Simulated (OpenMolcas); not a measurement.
Pt2+ (d8) among equal point charges was computed by CASSCF with the d shell active (OpenMolcas, ANO-RCC-VDZP on the metal). Its lowest spin-free states, and all those of the highest spin:

| 2S+1 | Degeneracy | E (cm-1) |
| --- | --- | --- |
| 3 | 1 | 0.0 |
| 3 | 2 | 4706 |
| 3 | 1 | 7422 |
| 3 | 1 | 8193 |
| 3 | 2 | 10962 |
| 1 | 1 | 11185 |
| 1 | 1 | 11838 |
| 1 | 2 | 17382 |
| 1 | 1 | 18160 |
| 1 | 1 | 18293 |
| 3 | 1 | 19573 |
| 3 | 2 | 22060 |

Q: Is the site octahedral, tetrahedral or cube-like, axial, or of lower symmetry?

A: The states with 2S+1 = 3 have orbital degeneracies 1, 2, 1, 1, 2, 1, 2. There are pairs but no triples, so the site is axial: not cubic, but with a proper or improper axis of order three or more. The run had Pt2+ among 6 point charges of -1.7 e arranged as a tetragonal octahedron (D4h), 2.21 Å from the ion, with the axial distance 2.564 Å.

Spin-orbit coupling mixes the spin-free states strongly: the lowest level takes only 66 % from its leading state, 3B1. Without dynamic correlation the repulsion within the d shell is too large (B by tens of per cent), so at a given field states of lower spin stand too high. Real 4d8 and 5d8 ions are as a rule square planar and diamagnetic. Point charges give a weaker field than real ligands, and real ions of this kind are as a rule low spin; the high spin found here belongs to the model. This is an electrostatic model: the charges have no orbitals. No measured value stands beside these numbers.
